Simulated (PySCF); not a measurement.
## Rubidium: highly charged ions in a basis for the neutral atom

Rb⁷⁺ [Ar] 3d10 4s2, Rb⁸⁺ [Ar] 3d10 4s1. Computed with PySCF 2.14 in def2-TZVP with the def2 core potential (28 electrons) (6s4p3d, 33 functions), with a scalar-relativistic core potential. No spin-orbit coupling, so a gap to NIST mixes the basis error with missing relativistic terms.

Changed run: basis of the neutral atom used for a highly charged ion. This setting is unsound on purpose.

| species | method | sound run (hartree) | changed run (hartree) | converged |
| --- | --- | --- | --- | --- |
| Rb⁷⁺ | UHF | not run | -10.27925 | yes |
| Rb⁷⁺ | r2SCAN | not run | -10.34975 | yes |
| Rb⁷⁺ | PBE0 | not run | -10.35284 | yes |
| Rb⁸⁺ | UHF | not run | -5.48300 | yes |
| Rb⁸⁺ | r2SCAN | not run | -5.50074 | yes |
| Rb⁸⁺ | PBE0 | not run | -5.50462 | yes |

Ionisation energy of Rb⁷⁺:

```csv
method,changed run (eV),NIST (eV)
UHF,130.51,132.79 ± 0.25
r2SCAN,131.95,132.79 ± 0.25
PBE0,131.93,132.79 ± 0.25
```

The contracted functions were made for the neutral atom and can be too rigid for a highly charged ion.
